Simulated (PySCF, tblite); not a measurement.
Rigid-rotor lines calculated for a species of formula C5H12O2SSi (commonest isotopes; PBE0/pcSseg-1 in PySCF (dipole) on a GFN2-xTB geometry, gas phase), labelled J(Ka,Kc):

```tsv
transition	MHz
2(1,1) ← 1(1,0)	2210.1
2(0,2) ← 1(0,1)	2180.1
2(1,2) ← 1(1,1)	2150.6
1(1,1) ← 0(0,0)	3484.5
1(0,1) ← 0(0,0)	1090.2
```

(1) Find the rotational constants.

(2) What moments of inertia, asymmetry and inertial defect follow?

(3) Which dipole components do these lines need?

(4) Where do these fall, and of which type are they? 3(2,2) ← 2(2,1); 3(2,2) ← 3(1,2); 3(3,1) ← 2(2,1); 3(2,1) ← 2(2,0); 3(3,0) ← 2(2,0); 2(2,1) ← 1(1,0); 1(1,0) ← 1(0,1); 3(2,1) ← 3(1,2); 3(2,2) ← 2(1,2); 3(1,2) ← 2(0,2); 3(1,2) ← 3(0,3); 2(2,0) ← 1(1,1).

(5) Which structure gave them?

## Answers

(1) 1(0,1) ← 0(0,0) is B + C, 2(1,1) ← 1(1,0) is 3B + C and 2(1,2) ← 1(1,1) is B + 3C, so B − C is half the difference of the last two, 29.8 MHz. 1(1,1) ← 0(0,0) is A + C. A = 2954.3, B = 560.0, C = 530.2 MHz.

(2) I = 505379 MHz·u·Å² over each constant: Ia = 171.07, Ib = 902.52, Ic = 953.16 u·Å²; κ = (2B − A − C)/(A − C) = -0.975 (near-prolate asymmetric top); Δ = Ic − Ia − Ib = -120.42 u·Å².

(3) μa and μb (a-type: ΔKa even, ΔKc odd; b-type: both odd). The calculation gives |μa| = 3.00 D, |μb| = 0.72 D, |μc| = 0.30 D.

(4) 
| transition | MHz | type | branch |
| --- | --- | --- | --- |
| 1(1,0) ← 1(0,1) | 2424 | b | Q |
| 3(1,2) ← 3(0,3) | 2500 | b | Q |
| 3(2,2) ← 2(2,1) | 3271 | a | R |
| 3(2,1) ← 2(2,0) | 3272 | a | R |
| 3(1,2) ← 2(0,2) | 5769 | c | R |
| 3(2,2) ← 3(1,2) | 7139 | c | Q |
| 3(2,1) ← 3(1,2) | 7140 | b | Q |
| 2(2,1) ← 1(1,0) | 9393 | b | R |
| 2(2,0) ← 1(1,1) | 9423 | b | R |
| 3(2,2) ← 2(1,2) | 10543 | c | R |
| 3(3,0) ← 2(2,0) | 15317 | c | R |
| 3(3,1) ← 2(2,1) | 15317 | c | R |

(5) `CS[SiH2]OC(C)(C)C=O`, point group C1. Three constants can't fix a structure by themselves; this is the one that was computed:
```xyz
21
C5H12O2SSi angstrom
C      3.790    0.296   -0.465
S      2.075    0.895   -0.426
Si     1.156   -0.730    0.634
O     -0.382   -0.421    0.983
C     -1.459    0.093    0.242
C     -1.371    1.626    0.196
C     -1.518   -0.489   -1.167
C     -2.725   -0.251    1.011
O     -3.834   -0.201    0.565
H      3.818   -0.707   -0.878
H      4.350    0.976   -1.097
H      4.195    0.301    0.542
H      1.334   -1.907   -0.215
H      1.720   -0.855    1.966
H     -1.297    2.021    1.206
H     -2.253    2.035   -0.288
H     -0.481    1.917   -0.358
H     -1.482   -1.575   -1.119
H     -0.675   -0.129   -1.751
H     -2.447   -0.187   -1.642
H     -2.523   -0.536    2.060
```

The values belong to one conformer (point group C1) with, in the numbering `[CH3:1][S:2][SiH2:3][O:4][C:5]([CH3:6])([CH3:7])[CH:8]=[O:9]`, C1–S2–Si3–O4 174°, S2–Si3–O4–C5 46°, Si3–O4–C5–C6 -81°, O4–C5–C8–O9 -165°. Its GFN2-xTB frequencies are all real (lowest 28 cm⁻¹). Constants of a rigid frame at the computed geometry: no zero-point averaging, no centrifugal distortion. A rigid rotor knows nothing of internal rotation, which can split or shift real lines.
